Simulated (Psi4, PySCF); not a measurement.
Internal rotation in SMILES FC(F)(F)[SiH2][SiH2][Si](F)(F)F, singlet. Scanned: dihedral C2–Si5–Si6–Si7; all other coordinates were relaxed at GFN2-xTB. GFN2-xTB can order the conformers of Si and Ge chains otherwise than DFT does. Points at φ and −φ are mirror images. Heavy atoms are numbered in the order of the SMILES FC(F)(F)[SiH2][SiH2][Si](F)(F)F, hydrogens after them in the order of the atoms that carry them; the mirror image has the same energies with the sign of each dihedral reversed.

Levels of theory: RKS-B3LYP/LANL2DZ = restricted B3LYP/LANL2DZ, with its core potentials past Ne // GFN2-xTB in PySCF; B3LYP/def2-SVP // GFN2-xTB (Psi4); RKS-B3LYP/6-31G* = PySCF with restricted B3LYP/6-31G*, spherical d, density fitting // GFN2-xTB.

Energies in kcal/mol, each method relative to its own lowest point.

| φ / ° | RKS-B3LYP/LANL2DZ | B3LYP/def2-SVP | RKS-B3LYP/6-31G* |
|---|---|---|---|
| -150 | 0.3 | 1.4 | 1.2 |
| -120 | 0.7 | 1.9 | 1.7 |
| -90 | 0.6 | 1.1 | 1.1 |
| -60 | 0.5 | 0.0 | 0.0 |
| -30 | 1.1 | 0.3 | 0.0 |
| 0 | 1.7 | 1.2 | 0.6 |
| 30 | 1.1 | 0.3 | 0.0 |
| 60 | 0.5 | 0.0 | 0.0 |
| 90 | 0.6 | 1.1 | 1.1 |
| 120 | 0.7 | 1.9 | 1.7 |
| 150 | 0.3 | 1.4 | 1.2 |
| 180 | 0.0 | 0.9 | 0.8 |
